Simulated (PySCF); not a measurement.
Hf(Cl)2(Me)2 (C2H6Cl2Hf), SMILES [CH3][Hf]([CH3])([Cl])[Cl], multiplicity 1. Geometry optimised at PBE0-D3(BJ)/def2-SVP. The spin state was assumed, not searched. The def2 effective core potentials stand for the cores of Hf; spin–orbit coupling is left out.

Method: PySCF with PBE0-D3(BJ)/def2-SVP.

Harmonic wavenumbers (cm⁻¹): 86, 86, 91, 108, 122, 124, 138, 366, 372, 436, 491, 507, 518, 522, 534, 1174, 1178, 1385, 1388, 1394, 1394, 3018, 3020, 3125, 3127, 3128, 3129. Rotational constants (GHz): 2.012, 1.285, 1.116; symmetry number 2.

### Question
Work out the zero-point energy and the ideal-gas rigid-rotor harmonic-oscillator thermochemistry at 298.15 K and 1 atm.

### Answer
ZPE = ½ Σ hcν = ½ × 30962 cm⁻¹ = 44.26 kcal/mol. H − E(el) = 51.11 kcal/mol. Entropy in cal/(mol K): translation 42.78, rotation 27.72, vibration 29.66, total 100.17. G − E(el) = 21.25 kcal/mol. Cp = 32.97 cal/(mol K). Modes under 150 cm⁻¹ make the vibrational entropy uncertain.
